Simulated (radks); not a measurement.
Problem. Valence configurations of Co+ (all share [Ar]). Calculated with a radial shooting solver on a logarithmic mesh with Libxc functionals: scalar-relativistic Kohn-Sham, r2SCAN, spin-polarised, spherical densities, finite nucleus; open shells are filled with parallel spins first; meta-GGA in the generalised Kohn-Sham scheme; Fermi nuclear charge, rms radius 3.7875 fm. Order these by energy: 3d7.5 4s0.5; 3d7 4s0.5 4p0.5; 3d6.5 4s0.5 4p1; 3d8; 3d7 4s1; 3d7 4p1; 3d6 4s1.5 4p0.5; 3d6 4s2; 3d6 4p2; 3d7.5 4p0.5.

Solution. From the lowest, in eV above it: 3d8 0.000; 3d7.5 4s0.5 0.044; 3d7 4s1 0.266; 3d7.5 4p0.5 2.687; 3d7 4s0.5 4p0.5 3.188; 3d6 4s2 4.629; 3d7 4p1 6.021; 3d6 4s1.5 4p0.5 7.023; 3d6.5 4s0.5 4p1 7.065; 3d6 4p2 15.065. NIST lists [Ar] 3d8 as the ground configuration; this level of theory agrees among the configurations tried. The energies are those of spherical high-spin densities, not of single terms.
